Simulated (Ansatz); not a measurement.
Consider the formal exchange of groups at a B–O bond: `BOC=N` + `C[SiH](F)Cl` → `B[Si](C)(F)Cl` + `N=CO`.

Calculated with Ansatz (gas phase, PBE0-D4/def2-TZVP geometries, no zero-point term in ΔE). CCSD(T)/CBS is the MP2 limit (def2-TZVPP, def2-QZVPP) plus CCSD(T) − MP2 in def2-TZVPP, frozen cores. This one scheme is used for every species. Functionals use def2-TZVPP. One conformer a species, not always the lowest.

`BOC=N`:

Z-matrix (Å, degrees):
```
B
O 1 1.362
H 1 1.193 2 120.2
H 1 1.193 2 115.5 3 -177.4
C 2 1.355 1 123.2 3 -10.7
N 5 1.252 2 121.9 1 -39.5
H 5 1.092 2 110.8 1 142.8
H 6 1.016 5 110.5 2 -178.8
```

`C[SiH](F)Cl`:

Cartesian coordinates in Å:
```
C -0.395 -0.017 0.931
Si 0.423 -0.042 -0.720
F 0.240 -1.480 -1.381
Cl -0.452 1.325 -1.965
H 0.058 -0.762 1.590
H -0.287 0.967 1.395
H -1.460 -0.237 0.834
H 1.872 0.246 -0.684
```

`B[Si](C)(F)Cl`:

Cartesian coordinates in Å:
```
B -0.911 -1.018 -1.292
Si 0.515 -0.245 -0.128
C 0.140 1.196 0.968
F 1.859 0.094 -0.928
Cl 0.898 -1.912 1.038
H -2.049 -1.024 -0.926
H -0.641 -1.574 -2.314
H -0.741 0.990 1.580
H 0.984 1.401 1.630
H -0.055 2.091 0.372
```

`N=CO`:

```xyz
6

N     0.755    0.663    0.257
C     0.017   -0.274   -0.144
O    -1.309   -0.255    0.019
H     1.731    0.480    0.049
H     0.326   -1.188   -0.655
H    -1.520    0.574    0.474
```

CCSD(T)/CBS gives +137.7 kJ/mol.

Q: Another level gave +139.2 kJ/mol. Which?
A. r2SCAN/def2-TZVPP
B. SCS-MP2/def2-TZVPP
C. PBE-D4/def2-TZVPP
D. CCSD(T)/def2-TZVPP

A: D. CCSD(T)/def2-TZVPP 139.2, PBE-D4 122.6, SCS-MP2/def2-TZVPP 144.7, r2SCAN 132.3 kJ/mol.

Largest T1 diagnostic among the species: 0.015.

From PBE to PBE0 (25 % exact exchange), in def2-TZVPP and without D4, ΔE moves by +3.7 kJ/mol. In def2-TZVPP, CCSD(T) changes the Hartree–Fock value by −9.4 kJ/mol (the triples alone add −0.4 kJ/mol) and MP2 by −5.3 kJ/mol.
